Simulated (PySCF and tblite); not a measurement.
Results of a calculation; reference values are marked as such.
**C5H8Cl2F2, numbered as in [CH3:1][C@@:2]([F:3])([Cl:4])[CH2:5][C@:6]([CH3:7])([F:8])[Cl:9]: conformational analysis**

Geometries GFN2-xTB; weights from PBE0-D3(BJ)/pcSseg-1 (IEF-PCM, benzene) energies and GFN2-xTB thermal corrections, with symmetry numbers and mirror pairs. Conformers within 2.5 kcal/mol (GFN2-xTB free energy) were kept, 6 at most. GIAO shieldings: PBE0/pcSseg-1 (IEF-PCM, benzene). Shifts are against TMS (¹H), TMS (¹³C), CFCl3 (¹⁹F) at the same level. Programs: PySCF with density fitting and tblite.

Torsions listed: Cl4–C2–C5–C6, C2–C5–C6–Cl9.

```tsv
conformer	shape	symmetry	E(GFN2) kcal/mol	E(DFT) kcal/mol	G(298.15 K) kcal/mol	weight %	dipole D
1	179°, 179°	C2	0.00	0.00	0.00	88.3	1.26
2	171°, -81°	C1	1.56	1.73	1.41	8.1	2.55
3	84°, -49°	C1	0.91	2.48	2.18	2.2	3.00
4	73°, 73°	C2	1.12	2.29	2.48	1.4	1.10
```

Weights (%) against temperature:

| T (K) | 1 | 2 | 3 | 4 | S(mix) cal/mol/K |
| --- | --- | --- | --- | --- | --- |
| 250 | 93.3 | 5.0 | 1.1 | 0.7 | 0.59 |
| 298.15 | 88.3 | 8.1 | 2.2 | 1.4 | 0.91 |
| 350 | 82.4 | 11.5 | 3.8 | 2.2 | 1.23 |

Averaged shifts at 298.15 K. ¹H: 3.06 (H5, 2H), 2.08 (H1/H7, 6H) ppm. ¹³C: 122.4 (C2/C6), 61.7 (C5), 32.9 (C1/C7) ppm. ¹⁹F: -115.4 (F3/F8) ppm.

Coordinates of conformer 1 (Å):

```xyz
17

C     1.976   -0.245    0.107
C     0.966    0.873    0.245
F     0.550    0.953    1.549
Cl    1.781    2.447   -0.100
C    -0.254    0.801   -0.677
C    -1.091   -0.477   -0.580
C    -1.641   -0.815    0.789
F    -0.364   -1.538   -1.054
Cl   -2.468   -0.281   -1.733
H     1.532   -1.190    0.410
H     2.304   -0.322   -0.925
H     2.834   -0.042    0.744
H     0.096    0.903   -1.705
H    -0.906    1.646   -0.448
H    -0.826   -1.036    1.474
H    -2.285   -1.689    0.718
H    -2.212    0.022    1.177
```

Coordinates of conformer 2 (Å):

```xyz
17

C     2.038   -0.211   -0.698
C     1.405   -0.156    0.673
F     1.399   -1.408    1.221
Cl    2.443    0.845    1.765
C    -0.009    0.428    0.765
C    -1.028   -0.130   -0.235
C    -2.459    0.068    0.229
F    -0.812   -1.460   -0.454
Cl   -0.827    0.681   -1.835
H     3.062   -0.569   -0.609
H     1.484   -0.905   -1.325
H     2.040    0.775   -1.152
H     0.045    1.508    0.637
H    -0.371    0.215    1.774
H    -2.649    1.121    0.412
H    -2.621   -0.498    1.144
H    -3.147   -0.295   -0.530
```

Unscaled ¹⁹F shifts at such levels can be off by tens of ppm; differences between conformers or isomers are more reliable. Shifts are unscaled: against experiment ¹³C can be off by 15 ppm or more and ¹H by 0.8 ppm.

Search and properties took 2.5 min on 1 thread of INTEL XEON PLATINUM 8581C @ 2.10GHz (shared host) (rough), launched as `OMP_NUM_THREADS=1 python ens_run.py task.json out`.


Conformer gaps in pcSseg-1 on xTB geometries can be 2 kcal/mol off for S=O, P=O and other polar bonds.